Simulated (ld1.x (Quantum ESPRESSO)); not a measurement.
## Be (Z = 4), PAW: configuration errors across variants

Be, PAW, made with ld1.x (Quantum ESPRESSO) 7.5 (PBE, non-relativistic). Core none, reference 1s2 2s0 2p0 (charge +2). Waves: 1s (bound): rcut 0.80, rcutus 0.95 bohr; 2s (bound, empty): rcut 0.80, rcutus 0.95 bohr; 2p (bound, empty): rcut 1.40, rcutus 1.95 bohr; 2p channel at -0.95 Ry: rcut 1.40, rcutus 1.95 bohr; 3d channel at 0.1 Ry: rcut 1.45, rcutus 1.95 bohr; 3d channel at 1.15 Ry: rcut 1.45, rcutus 1.95 bohr. Local part: all-electron potential smoothed inside 0.70 bohr (lloc = -1). Core correction: none. Augmentation charge: BESSEL, radius 0.90 bohr.

All-electron excitation energies from the reference (eV): (1) 1s2 2s2 2p0 -27.494; (2) 1s2 2s1 2p0 -17.945; (3) 1s2 2s1.5 2p0 -23.734; (4) 1s1 2s2 2p0 100.767; (5) 1s2 2s0 2p1 -14.039; (6) 1s2 2s1 2p1 -23.884; (7) 1s2 2s0 2p2 -20.247.

The overlap operator is not positive definite (basis up to 400 Ry) in “base”, “waves 3d channel at 0.1 Ry: rcut 1.45, rcutus 1.58 bohr; 3d channel at 1.15 Ry: rcut 1.45, rcutus 1.58 bohr”, “all radii scaled by about 0.86 (s 0.82, p 1.68, d 1.68 bohr, rcut 0.68/1.20/1.24); local potential all-electron potential smoothed inside 0.60 bohr (lloc = -1); augmentation BESSEL, radius 0.78 bohr”, “augmentation PSQ, inside the norm-conserving radii”. Such files are unfit for use, however small their errors in these radial tests.

2 further variants failed, have other tests or too few solved ones, and are left out.

Errors AE − PS in meV (a dash: test not solved or not reliable):

| change | (1) | (2) | (3) | (4) | (5) | (6) | (7) | bound ghosts |
| --- | --- | --- | --- | --- | --- | --- | --- | --- |
| base | +0.3 | +0.1 | +0.2 | -43 | -0.2 | +1.1 | 0.0 | not determined (overlap not positive) |
| waves 3d channel at 0.1 Ry: rcut 1.45, rcutus 1.58 bohr; 3d channel at 1.15 Ry: rcut 1.45, rcutus 1.58 bohr | +0.3 | +0.1 | +0.2 | -43 | -0.2 | +1.1 | 0.0 | not determined (overlap not positive) |
| all radii scaled by about 0.86 (s 0.82, p 1.68, d 1.68 bohr, rcut 0.68/1.20/1.24); local potential all-electron potential smoothed inside 0.60 bohr (lloc = -1); augmentation BESSEL, radius 0.78 bohr | 0.0 | 0.0 | 0.0 | -30 | 0.0 | +0.3 | +0.3 | not determined (overlap not positive) |
| local potential all-electron potential smoothed inside 1.35 bohr (lloc = -2) | – | – | – | – | – | – | – | none |
| wave 3d channel at 0.1 Ry: rcut 1.45, rcutus 1.95 bohr becomes 3d channel at 4.86 Ry: rcut 1.45, rcutus 1.95 bohr | +0.3 | +0.1 | +0.2 | -43 | -0.2 | +1.1 | 0.0 | none |
| augmentation PSQ, inside the norm-conserving radii | +0.4 | +0.1 | +0.2 | -26 | – | – | – | not determined (overlap not positive) |

Q: Give the same row for: type RRKJ; waves now 1s (bound): rc 0.95 bohr; 3d channel at 0.1 Ry: rc 1.95 bohr; 2p (bound): rc 1.95 bohr; local potential the p channel; rho0 0.02.

A: -689, -474, -607, +2680, -0.7, -364, -11; bound ghosts: none.
